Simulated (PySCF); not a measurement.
Species: C5H14FN3Si.
Numbering: `[NH2:1][CH2:2][C@:3]1([CH2:4][CH2:5][F:6])[CH2:7][NH:8][SiH2:9][NH:10]1`

Definitions: NICS(0) = −σiso at the ring centroid; NICS(1) = −σiso and NICS(1)zz = −σzz at ±1 Å along the ring normal z. Level: GIAO PBE0/pcSseg-1 (PySCF, non-relativistic, gas phase) on the GFN2-xTB geometry, one conformer.

Ring bond lengths (Å), with Mayer bond orders in brackets: C3–C7 1.538 (0.98), C7–N8 1.448 (0.95), N8–Si9 1.718 (0.99), Si9–N10 1.721 (0.95), N10–C3 1.447 (0.92).

Task: What do the NICS probes read (ppm)?

Result: 
```tsv
ring	type	NICS(0)	NICS(1), two faces	NICS(1)zz, two faces	rms pucker (Å)	centre to ring atoms, mean (Å)
C3–C7–N8–Si9–N10	5-membered ring with 2 N and Si; formal bonds all single	-8.4	-3.1 / -2.7	-3.7 / -4.7	0.15	1.32
```

Task: What can be read from them?

Result: 
- C3–C7–N8–Si9–N10: mean NICS(1)zz -4.2 ppm, shielded. C3, C7, Si9 have four or more neighbours; no verdict on aromaticity is drawn. NICS(0) lies 5 ppm below the mean NICS(1).

Task: At the first NICS(1) probe listed for ring C3–C7–N8–Si9–N10, 1 Å off the ring, what do the in-plane components average?

Result: The isotropic value is a third of the trace: (3 × -3.1 − (-3.7))/2 = -2.8 ppm.

On an Arm Neoverse V1 with one thread, no GPU, shared host with 64 logical CPUs at a one-minute load of 50, this took 75 s and 1.2 GiB of memory at its peak. This is the whole shielding run at PBE0/pcSseg-1, SCF included.
